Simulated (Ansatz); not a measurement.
Geometry optimisation, RKS PBE0-D4/def2-SVP (Ansatz 0.2.0).

Input:

```yaml
crystal:
  periodic: [false, false, false]
  atoms:
    - { symbol: Hf, position_ang: [-0.063416, 0.130901, 0.023189] }
    - { symbol: "N", position_ang: [-0.057093, 0.037963, 2.177957] }
    - { symbol: H, position_ang: [-0.879756, 0.209093, 2.751637] }
    - { symbol: H, position_ang: [0.767399, 0.271096, 2.728902] }
    - { symbol: F, position_ang: [1.662045, 0.586875, -0.671667] }
    - { symbol: O, position_ang: [-1.300901, 1.48202, -0.495414] }
    - { symbol: H, position_ang: [-1.964048, 2.078933, -0.835438] }
    - { symbol: F, position_ang: [-0.812864, -1.499802, -0.674143] }
    - { symbol: O, position_ang: [1.501062, -2.41638, 1.316533] }
    - { symbol: H, position_ang: [0.961482, -3.118612, 0.934262] }
    - { symbol: H, position_ang: [0.89649, -1.997688, 1.974083] }
basis:
  gaussian: { orbitals: def2-SVP }
hamiltonian:
  xc: pbe0
  dispersion: d4
relax:
  f_tol: 0.03
  max_steps: 50
```

Run as:

```bash
$ ansatz run input.yaml --threads 4 --pin off --max-ram 5120MiB --backend cpu --events-out ev --progress --plain --runs-dir out
```

Task: Where does it end, and by what steps?

Result: The run converged. The force dipped under the threshold on the way, but the program's further checks kept it going. After 16 steps the energy has fallen by 0.519 eV; O9 moved furthest, 0.57 Å. Joined: Hf1–O9 (3.26 → 2.39 Å).

| step | energy less start (eV) | largest force component (eV/Å) | accepted |
| --- | --- | --- | --- |
| 0 | 0.0000 | 1.735 | yes |
| 1 | -0.1614 | 1.151 | yes |
| 2 | -0.3160 | 0.953 | yes |
| 3 | -0.4672 | 0.789 | yes |
| 4 | -0.4924 | 0.622 | yes |
| 5 | -0.5045 | 0.424 | yes |
| 6 | -0.5079 | 0.321 | yes |
| 7 | -0.5131 | 0.080 | yes |
| 8 | -0.5141 | 0.027 | yes |
| 9 | -0.5149 | 0.109 | yes |
| 10 | -0.5156 | 0.214 | yes |
| 11 | -0.5165 | 0.156 | yes |
| 12 | -0.5176 | 0.068 | yes |
| 13 | -0.5183 | 0.046 | yes |
| 14 | -0.5188 | 0.058 | yes |
| 15 | -0.5190 | 0.045 | yes |
| 16 | -0.5190 | 0.023 | yes |

```xyz
11
Properties=species:S:1:pos:R:3
Hf 0.045 -0.098 0.188
N -0.090 0.120 2.237
H -0.827 0.677 2.664
H 0.666 0.043 2.915
F 1.732 0.399 -0.602
O -1.216 1.239 -0.367
H -1.859 1.830 -0.752
F -0.782 -1.701 -0.565
O 1.261 -1.960 1.069
H 0.984 -2.715 0.531
H 0.797 -2.069 1.912
```

Whether the end is a true minimum wasn't checked by a vibrational analysis.

Run time: 47 s on 4 threads of Arm Neoverse V1 (shared host), peak memory 0.32 GiB.
